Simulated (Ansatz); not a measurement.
A made-up structure of AlHO₂F (charge -1), singlet:

| atom | x (Å) | y (Å) | z (Å) |
| --- | --- | --- | --- |
| O1 | -1.8927 | -0.5732 | 1.3728 |
| Al2 | -0.5733 | -0.1373 | 0.1900 |
| O3 | 1.3370 | 0.1656 | 0.5164 |
| F4 | -0.7366 | 0.1356 | -1.6941 |
| H5 | 1.8656 | 0.4093 | -0.3851 |

It is relaxed with PBE-D4/def2-SVPD and then PBE0-D4/def2-TZVPD (Ansatz 0.2.0). Atoms count as bonded within 1.22 times the sum of their covalent radii (H–H: 0.88 Å). The end point is not checked to be a true minimum.

Does its bonding change? (Judge from chemistry; the calculation decides.)

Computed: No: no bond forms or breaks.

Where it ends: The first stage lowers the energy by 0.97 eV in 7 steps. It ends as AlHO₂F ([O][Al]([OH])[F]), total charge -1:
```tsv
atom	x (Å)	y (Å)	z (Å)
O1	-1.6901	-0.5120	1.2254
Al2	-0.5115	-0.1227	0.1701
O3	1.1942	0.1482	0.4611
F4	-0.6576	0.1209	-1.5120
H5	1.6650	0.3657	-0.3446
```

Labels in which every atom is bracketed show which atoms are joined, not bond orders.

For scale, one of the runs: PBE0-D4/def2-TZVPD relaxation, 172 basis functions, launched by `ansatz run in.yaml --threads 2 --pin off --events-out ev --progress --plain --max-ram 4352MiB`. Hardware: 2 CPU threads of an Arm Neoverse V1, shared host. Wall time about 24 s.
